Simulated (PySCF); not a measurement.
Deuteron quadrupole couplings in `C=CP(C)C1CC1`

C₆H₁₁P.
Z-matrix (Å and degrees, GFN2-xTB geometry), rows numbered from 1:
```
C 
C   1  1.3233
P   2  1.8196  1  125.65
C   3  1.8556  2   97.03  1   133.28
C   3  1.8382  2   99.49  1    34.02
C   5  1.5022  3  117.98  2  -166.84
C   6  1.4920  5   60.21  3   108.41
H   1  1.0774  2  121.87  3    -3.63
H   1  1.0788  2  121.87  3   176.56
H   2  1.0847  1  120.40  3  -174.52
H   4  1.0886  3  109.22  2    70.00
H   4  1.0892  3  110.97  2   -50.83
H   4  1.0883  3  108.85  2  -171.53
H   5  1.0867  3  114.84  2    47.96
H   6  1.0803  5  118.06  7  -107.73
H   6  1.0802  5  118.23  7   108.59
H   7  1.0805  5  117.91  6   107.90
H   7  1.0804  5  118.32  6  -108.49
```

Level: PBE0/pcSseg-1 (PySCF, non-relativistic); Q(2H) = 0.00286 b; rigid geometry, the same for H and D, with no vibrational averaging.

Question: Rank these positions by the coupling χzz of a deuteron there, largest first.
A. H12 (methyl hydrogen)
B. H17 (methylene hydrogen)
C. H9 (vinylic hydrogen)

Answer: C (225 kHz), B (220 kHz), A (211 kHz).

Question: Tabulate Vzz, the asymmetry η and χzz = 234.96 MHz × Q × Vzz for every hydrogen position.

Answer: 
```tsv
atom	bonded to	bond length (Å)	Vzz (au)	η	χzz (kHz)
H8	C1	1.077	0.3341	0.05	225
H9	C1	1.079	0.3346	0.05	225
H10	C2	1.085	0.3226	0.06	217
H11	C4	1.089	0.3166	0.01	213
H12	C4	1.089	0.3137	0.00	211
H13	C4	1.088	0.3169	0.01	213
H14	C5	1.087	0.3183	0.07	214
H15	C6	1.080	0.3285	0.07	221
H16	C6	1.080	0.3312	0.07	223
H17	C7	1.080	0.3277	0.07	220
H18	C7	1.080	0.3308	0.07	222
```

Question: How does χzz go with the bond length over the 11 C–H bonds?

Answer: A straight-line fit has a slope of -11.5 kHz for each 0.01 Å, with a correlation coefficient of -0.99, over lengths from 1.077 to 1.089 Å. The longer bonds have the smaller couplings here.

Isolated species at its GFN2-xTB geometry (one conformer only). GFN2-xTB bond lengths can be off by several hundredths of an ångström, more for odd bonds, and the gradients follow them. These gradients aren't converged with respect to the basis.
